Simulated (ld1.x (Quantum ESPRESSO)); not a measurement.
# Before and after: ultrasoft potential for Si

| Item | Value |
| --- | --- |
| Element | silicon |
| Generator | ld1.x (Quantum ESPRESSO) 7.5 |
| Type | ultrasoft |
| Functional | PBE |
| Relativity | fully relativistic |
| Frozen core | [Ne] |
| Valence charge | 4 |
| Reference configuration | 3s2 3p1 (charge +1) |
| Partial waves | 3s (bound): rcut 1.60, rcutus 1.75 bohr; 3s channel at 0.7 Ry: rcut 1.60, rcutus 1.75 bohr; 3p (bound): rcut 2.05, rcutus 2.20 bohr; 3p channel at 1.3 Ry: rcut 2.05, rcutus 2.20 bohr; 3d channel at 0.05 Ry: rcut 1.55, rcutus 1.80 bohr |
| Local potential | all-electron potential smoothed inside 1.45 bohr (lloc = -1) |
| Core correction | none |
| Augmentation charge | PSQ, inside the norm-conserving radii |

Open shells are filled in proportion to 2j + 1 (rel_dist='average').

Change: core correction a·sin(br)/r model core inside 0.92 bohr.

Cutoffs: the cutoffs (Ry, on a coarse ladder) from which the occupation-weighted sum of valence levels, in a spherical-Bessel basis at the reference potential, stays within 10 and 1 mRy of its value at 400 Ry; they do not see the model core or the augmentation charge, which bear on the density cutoff. Errors are all-electron minus pseudo energies relative to the spin-unpolarised reference configuration.

**Question.** How do hardness, ghosts and transferability respond?

**Answer.** The potential gets neither clearly harder nor softer (10 Ry and 15 Ry → 10 Ry and 15 Ry); of the 7 tests that both files solve, the error grows in 2 and shrinks in 5 by more than 15 % and 0.3 meV (median size 14.4 → 5.1 meV); neither file shows a bound ghost. A model core, the more so a compact one, raises the density cutoff, which this test does not measure.

```csv
quantity,base,changed
"cutoff, loose",10 Ry,10 Ry
"cutoff, tight",15 Ry,15 Ry
bound ghosts,none,none
"error for 3s2 3p2, meV [ΔE -7.74 eV]",-2.3,-1.5
"error for 3s2 3p0, meV [ΔE 15.99 eV]",-3.5,-5.1
"error for 3s1 3p0, meV [ΔE 49.96 eV]",+26,-34
"error for 3s0 3p4, meV [ΔE 6.04 eV]",+57,+23
"error for 3s1 3p3, meV [ΔE -0.93 eV]",+14,+6.5
"error for 3s1 3p2, meV [ΔE 7.43 eV]",+16,+4.5
"error for 3s2 3p2.3, meV [ΔE -8.67 eV]",-3.2,-1.8
s: phases at 2.41 bohr within 0.05 rad from the reference energy up to (Ry; the scan ends near 5),3.6,3.6
p1/2: phases at 2.41 bohr within 0.05 rad from the reference energy up to (Ry; the scan ends near 5),3.8,3.8
p3/2: phases at 2.41 bohr within 0.05 rad from the reference energy up to (Ry; the scan ends near 5),3.8,3.8
d3/2: phases at 2.41 bohr within 0.05 rad from the reference energy up to (Ry; the scan ends near 5),3.6,3.6
d5/2: phases at 2.41 bohr within 0.05 rad from the reference energy up to (Ry; the scan ends near 5),3.6,3.6
lowest overlap eigenvalue by channel,"s 0.45, p1/2 0.74, p3/2 0.74, d3/2 1.00, d5/2 1.00","s 0.45, p1/2 0.74, p3/2 0.74, d3/2 1.00, d5/2 1.00"
```
